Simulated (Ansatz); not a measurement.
System: BNH2, charge 0, triplet. This triplet is an excited state, 4.3 eV above the singlet at CCSD(T)/cc-pV5Z (Ansatz, an electronic-structure program). BNH2 (parent SMILES B=N, triplet).
B3LYP-D3(BJ)/def2-TZVP minimum from Ansatz:
```
N
H 1 1.0139
B 1 1.3790 2 138.96
H 3 1.2126 1 113.47 2 -12.85
```
Charge 0, spin multiplicity 3.

Total energies in cc-pVTZ, 10 correlated electrons, 2 frozen orbitals. Open shells are spin-unrestricted; no spin-orbit coupling. Correlated methods leave the cores frozen. No relativity. The spin of H2BN (parent SMILES B=N, triplet) was assumed, and the state is the lowest solution found for it.

```json
[
 {"method": "HF", "program": "Ansatz", "energy (Eh)": "-80.21830", "minus CCSDT(Q) (mEh)": "285.71"},
 {"method": "MP2", "program": "Ansatz", "energy (Eh)": "-80.46552", "minus CCSDT(Q) (mEh)": "38.50"},
 {"method": "CCSD", "program": "Ansatz", "energy (Eh)": "-80.49167", "minus CCSDT(Q) (mEh)": "12.35"},
 {"method": "CCSD(T)", "program": "Ansatz", "energy (Eh)": "-80.50215", "minus CCSDT(Q) (mEh)": "1.87"},
 {"method": "CCSDT(Q)", "program": "Ansatz", "energy (Eh)": "-80.50402", "minus CCSDT(Q) (mEh)": "0.00"}
]
```

Rough core times of Ansatz's runs on a shared machine: CCSD(T) 30 s, CCSDT(Q) 30 min.
